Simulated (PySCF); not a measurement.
A PySCF script (with the pyscf-properties extension) for the NMR shieldings of SMILES CB(CCB(F)F)C1C=C1, C₆H₁₀B₂F₂, on a GFN2-xTB geometry:

```python
import basis_set_exchange as bse
import numpy as np
from pyscf import gto, dft
from pyscf.prop import nmr

atoms = """
C     1.181230    1.987380   -0.218208
B     0.302490    0.673944   -0.180676
C    -1.175513    0.703155   -0.749783
C    -1.869260   -0.661738   -0.933619
B    -2.002342   -1.502308    0.393779
F    -2.177771   -0.959790    1.586363
F    -2.059041   -2.825376    0.409294
C     0.892003   -0.608787    0.441200
C     2.387513   -0.932107    0.383242
C     1.963768   -0.541390    1.533063
H     2.068657    1.834755   -0.831646
H     1.551112    2.238338    0.774859
H     0.660471    2.858191   -0.607839
H    -1.214833    1.244153   -1.698771
H    -1.773928    1.299729   -0.053907
H    -1.341406   -1.239138   -1.694538
H    -2.875739   -0.492366   -1.331341
H     0.242374   -1.489735    0.500199
H     3.139806   -1.271851   -0.282531
H     2.095260   -0.304379    2.557823
"""
names = dict.fromkeys(["C", "B", "F", "H"], "pcSseg-1")
basis = {el: gto.basis.parse(bse.get_basis(n, elements=[el], fmt="nwchem")) for el, n in names.items()}
mol = gto.M(atom=atoms, basis=basis, charge=0, verbose=0)
mf = dft.RKS(mol, xc="PBE0")
mf.grids.level = 2
mf.grids.alignment = dft.numint.BLKSIZE   # the property module wants whole blocks of grid points
mf.conv_tol = 1e-9
mf.kernel()

calc = nmr.RKS(mf)   # GIAO
C = mf.mo_coeff
Co = C[:, mf.mo_occ > 0]
resp = mf.gen_response(singlet=True, hermi=2)
def vind(x):   # induced exchange potential for any number of trial vectors
    d = np.einsum("pi,xij,qj->xpq", C, 2 * x.reshape(-1, C.shape[1], Co.shape[1]), Co, optimize=True)
    return np.einsum("xpq,pi,qj->xij", resp(d - d.transpose(0, 2, 1)), C, Co, optimize=True).ravel()
mo1, _ = nmr.rhf.solve_mo1(calc, with_cphf=vind)
sigma = calc.kernel(mo1)
for i, s in enumerate(sigma):   # ppm
    print("%2d %-2s %9.2f" % (i, mol.atom_pure_symbol(i), np.trace(s) / 3))
```

Question: What does it print?

Answer: 
```
 0 C     174.83
 1 B      13.35
 2 C     160.38
 3 C     175.45
 4 B      70.92
 5 F     247.91
 6 F     242.95
 7 C     165.62
 8 C      74.11
 9 C      71.43
10 H      31.57
11 H      31.49
12 H      31.02
13 H      29.92
14 H      30.19
15 H      30.50
16 H      30.45
17 H      30.50
18 H      24.90
19 H      24.73
```

These numbers come from an equivalent density-fitted implementation of the same equations, which agrees with the script to about 0.01 ppm for H and up to a few tenths of a ppm for heavy atoms, so last digits may differ.

Size and cost of the density-fitted run: 220 basis functions, 62 s wall time on 1 thread of an Arm Neoverse V1, shared host; peak memory 1 GiB.
